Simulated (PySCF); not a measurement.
C2H6AlCl, SMILES [CH3][Al]([CH3])[Cl] (connectivity only; charge and spin as stated), charge -1, multiplicity 2. Atoms are numbered in the order given.

```xyz
10

Al     0.4522    -0.5523     0.0000
C      1.2650     0.2362     1.6656
H      2.3461     0.0180     1.7374
H      0.7914    -0.1284     2.5924
H      1.1503     1.3378     1.6504
C      1.2650     0.2362    -1.6656
H      1.1503     1.3378    -1.6504
H      0.7914    -0.1284    -2.5924
H      2.3461     0.0180    -1.7374
Cl    -1.7432     0.1113     0.0000
```
Charge -1, spin multiplicity 2.

Geometry: B3LYP-D3(BJ)/def2-SVPD. The spin state was assumed, not searched. The isomer is the one that the SMILES or the coordinates give; other isomers of the formula were not compared.

These are PBE0/pcH-1 in PySCF values and carry that method's errors.

Unrestricted Kohn–Sham, ⟨S²⟩ = 0.751. Hyperfine tensors hold the contact and dipolar terms, without spin-orbit corrections.

Computed hyperfine couplings:
```json
[
 {"nucleus": "27Al no. 1", "A(iso) (MHz)": "542.4", "A(iso) (G)": "193.5", "dipolar principal values (MHz)": "-47.7, -47.0, 94.8"},
 {"nucleus": "13C no. 2", "A(iso) (MHz)": "65.9", "A(iso) (G)": "23.5", "dipolar principal values (MHz)": "-4.2, -3.7, 7.9"},
 {"nucleus": "1H no. 3", "A(iso) (MHz)": "-3.2", "A(iso) (G)": "-1.1", "dipolar principal values (MHz)": "-3.7, -1.9, 5.6"},
 {"nucleus": "1H no. 4", "A(iso) (MHz)": "-1.1", "A(iso) (G)": "-0.4", "dipolar principal values (MHz)": "-3.8, -2.0, 5.9"},
 {"nucleus": "1H no. 5", "A(iso) (MHz)": "25.7", "A(iso) (G)": "9.2", "dipolar principal values (MHz)": "-3.0, -0.8, 3.9"},
 {"nucleus": "13C no. 6", "A(iso) (MHz)": "65.9", "A(iso) (G)": "23.5", "dipolar principal values (MHz)": "-4.2, -3.7, 7.9"},
 {"nucleus": "1H no. 7", "A(iso) (MHz)": "25.7", "A(iso) (G)": "9.2", "dipolar principal values (MHz)": "-3.0, -0.8, 3.9"},
 {"nucleus": "1H no. 8", "A(iso) (MHz)": "-1.1", "A(iso) (G)": "-0.4", "dipolar principal values (MHz)": "-3.8, -2.0, 5.9"},
 {"nucleus": "1H no. 9", "A(iso) (MHz)": "-3.2", "A(iso) (G)": "-1.1", "dipolar principal values (MHz)": "-3.7, -1.9, 5.6"},
 {"nucleus": "35Cl no. 10", "A(iso) (MHz)": "22.6", "A(iso) (G)": "8.1", "dipolar principal values (MHz)": "-8.4, -8.3, 16.7"}
]
```
